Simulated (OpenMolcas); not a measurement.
## Ar II: the spin-orbit constant, worked from levels

```json
{
 "Program": "OpenMolcas",
 "Basis": "ANO-R1 [4s3p1d]",
 "Scalar Hamiltonian": "X2C, finite nucleus",
 "Active space": "7 electrons in 4 orbitals (3s 3p)",
 "State averaging": "2S+1 = 2 odd, 3 roots; 2S+1 = 2 even, 1 root",
 "Spin-orbit coupling": "RASSI with atomic mean-field integrals over the reference wave functions, term energies averaged over their components"
}
```

Methods: CASSCF; SS-CASPT2, IPEA 0.25 Eh, imaginary shift 0.1 Eh (closed shells correlated: 2s 2p). Measured levels: NIST Handbook of Basic Atomic Spectroscopic Data.

**The spin-orbit constant.** For the Hund term 2P* of p5, E(J) = (A/2) J(J+1) + constant and ζ = -2S·A = -A. From J = 1/2 to J = 3/2 the energy changes by 1.5 A.

```tsv
Source	E(3/2) - E(1/2)	A	ζ
CASSCF	-1376.2	-917.5	917
SS-CASPT2	-1376.2	-917.5	917
measured	-1431.6	-954.4	954
```

All in cm-1. SS-CASPT2 is off by -3.9 % and CASSCF by -3.9 %. Both methods take the spin-orbit matrix elements from the reference wave functions, so the second can move ζ only through the term energies and any multistate remixing.

Over all roots computed the reference weight is 0.88 to 0.96 in SS-CASPT2; the roots of lowest weight are the least certain, and an intruder state may touch them. Without dynamic correlation excited terms often stand tens of per cent too high (terms of higher spin than the ground term too low), and those without a measured partner can miss by more than the paired ones (holds for CASSCF). Measured partners are found by configuration, term and J. A level has none where our copy of the source lacks it or the pairing is in doubt (some pairs that miss far off the trend of their configuration count as doubtful), and it then counts in no deviation. Only configurations of the active space appear.

* marks odd parity.
